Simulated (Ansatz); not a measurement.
Geometry optimisation, RKS PBE/def2-SVP (Ansatz 0.2.0).

Input file:

```yaml
crystal:
  periodic: [false, false, false]
  atoms:
    - { symbol: Hf, position_ang: [0.0, 0.0, 0.0] }
    - { symbol: F, position_ang: [0.0, 0.0, 1.98] }
    - { symbol: O, position_ang: [1.952, 0.0, -0.6893] }
    - { symbol: H, position_ang: [2.2684, -0.9521, -0.806] }
    - { symbol: Cl, position_ang: [-1.1869, 2.0563, -0.8392] }
    - { symbol: Cl, position_ang: [-1.1869, -2.0563, -0.8392] }
basis:
  gaussian: { orbitals: def2-SVP }
hamiltonian:
  xc: pbe
relax:
  f_tol: 0.02
  max_steps: 40
```

Run as:

```bash
$ ansatz run input.yaml --threads 2 --pin off --max-ram 3072MiB --backend cpu --events-out ev --progress --plain --runs-dir out
```

Problem. Where does it end, and by what steps?

Solution. It converged. After 8 steps the energy has fallen by 0.804 eV; H4 moved furthest, 0.62 Å.

```json
{"step": "0", "energy less start (eV)": "0.0000", "largest force component (eV/Å)": "2.171", "accepted": "yes"}
{"step": "1", "energy less start (eV)": "-0.5764", "largest force component (eV/Å)": "1.280", "accepted": "yes"}
{"step": "2", "energy less start (eV)": "-0.6846", "largest force component (eV/Å)": "0.615", "accepted": "yes"}
{"step": "3", "energy less start (eV)": "-0.7145", "largest force component (eV/Å)": "0.385", "accepted": "yes"}
{"step": "4", "energy less start (eV)": "-0.7659", "largest force component (eV/Å)": "0.399", "accepted": "yes"}
{"step": "5", "energy less start (eV)": "-0.7951", "largest force component (eV/Å)": "0.433", "accepted": "yes"}
{"step": "6", "energy less start (eV)": "-0.8024", "largest force component (eV/Å)": "0.098", "accepted": "yes"}
{"step": "7", "energy less start (eV)": "-0.8037", "largest force component (eV/Å)": "0.028", "accepted": "yes"}
{"step": "8", "energy less start (eV)": "-0.8038", "largest force component (eV/Å)": "0.008", "accepted": "yes"}
```

```xyz
6
Properties=species:S:1:pos:R:3
Hf -0.079 -0.106 -0.012
F -0.062 -0.036 1.900
O 1.709 -0.339 -0.626
H 2.628 -0.459 -0.901
Cl -0.948 1.925 -0.850
Cl -1.402 -1.938 -0.704
```

Time of the run: 85 s on 2 threads of Intel(R) Xeon(R) Processor @ 2.50GHz (Skylake/Cascade Lake), with other jobs on the host, peak memory 0.21 GiB.
